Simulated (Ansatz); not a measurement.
The same path of a periodic cell of 32 atoms, Si$_{10}$H$_{5}$Cl (surface Si(100)-2x1, partly H-covered, underside capped with H, adsorbate Cl2, already come apart at the first end) was run twice with different band settings. Lost on the way: Si25–Cl31, Si26–Cl32. Made: Si25–Cl32, Si26–Cl31.

Level of theory: DFT PBE, scalar-relativistic, plane waves, PAW in Ansatz 0.2.0. Settings: PAW set soft_1, cutoff 420 eV, k mesh 2x2x1, fermi-dirac smearing 0.02 eV, no spin polarisation.

Relaxed end points:

```xyz
32
Lattice="7.6792 0.0000 0.0000 0.0000 7.6792 0.0000 0.0000 0.0000 18.2544" Properties=species:S:1:pos:R:3
H 3.144 0.000 1.000
H 0.696 0.000 1.000
H 6.983 0.000 1.000
H 4.535 0.000 1.000
H 3.144 3.840 1.000
H 0.696 3.840 1.000
H 6.983 3.840 1.000
H 4.535 3.840 1.000
Si 1.920 0.000 1.866
Si 5.759 0.000 1.866
Si 1.920 3.840 1.866
Si 5.759 3.840 1.866
Si 1.922 1.920 3.165
Si 5.762 1.920 3.165
Si 1.919 5.758 3.277
Si 5.759 5.759 3.277
Si 0.002 1.930 4.488
Si 3.842 1.930 4.488
Si -0.001 5.754 4.690
Si 3.839 5.754 4.689
Si -0.003 0.089 5.953
Si 3.837 0.089 5.952
Si -0.002 3.750 5.975
Si 3.838 3.750 5.975
Si 1.917 0.722 7.167
Si 5.756 0.721 7.167
Si 1.918 3.143 7.195
Si 5.757 3.142 7.196
H 1.916 3.640 8.610
H 5.756 3.639 8.611
Cl 1.925 7.631 9.109
Cl 5.761 7.625 9.107
```

```xyz
32
Lattice="7.6792 0.0000 0.0000 0.0000 7.6792 0.0000 0.0000 0.0000 18.2544" Properties=species:S:1:pos:R:3
H 3.144 0.000 1.000
H 0.696 0.000 1.000
H 6.983 0.000 1.000
H 4.535 0.000 1.000
H 3.144 3.840 1.000
H 0.696 3.840 1.000
H 6.983 3.840 1.000
H 4.535 3.840 1.000
Si 1.920 0.000 1.865
Si 5.759 0.000 1.865
Si 1.920 3.840 1.865
Si 5.759 3.840 1.865
Si 1.922 1.920 3.165
Si 5.761 1.920 3.165
Si 1.919 5.759 3.277
Si 5.759 5.758 3.277
Si 0.002 1.930 4.488
Si 3.842 1.930 4.488
Si -0.001 5.754 4.689
Si 3.839 5.754 4.690
Si -0.003 0.089 5.952
Si 3.837 0.089 5.953
Si -0.002 3.750 5.975
Si 3.838 3.750 5.975
Si 1.917 0.721 7.167
Si 5.757 0.722 7.167
Si 1.918 3.142 7.196
Si 5.757 3.143 7.195
H 1.917 3.639 8.611
H 5.756 3.640 8.610
Cl 5.764 7.631 9.109
Cl 9.600 7.625 9.107
```

Common settings: optimiser quadratic models (default); end points relaxed; atoms held 1 to 12.

| run | movable images | climbing image | spring | start path | force threshold | iteration limit |
| --- | --- | --- | --- | --- | --- | --- |
| 1 | 5 | yes | 1.0 eV/Å² | straight line | 0.03 eV/Å | 29 |
| 2 | 4 | no | 5.0 eV/Å² | default | 0.05 eV/Å | 31 |

**Question.** What does each run give, and how far can it be trusted?

**Answer.** Run 1: converged after 19 iterations, highest image 2.188 eV above the first end. By the program's own check the climbing image is of a kind that is not told: the force calls were inconclusive, a negative curvature could not be distinguished from the path's own, the only one lies far off the path, or fixed occupations may fill a level only in part (lowest curvatures found: -0.57 and 0.13 eV/Å²).
Run 2: converged after 5 iterations, highest image 1.694 eV above the first end. Neighbouring images differ by up to 1.4 eV, so the band resolves the path poorly. No image climbed, so the highest image needn't sit at the top of the path.
Limits of this set-up: thin slab, slab without dipole correction, no dispersion correction for a molecule that may bind weakly.
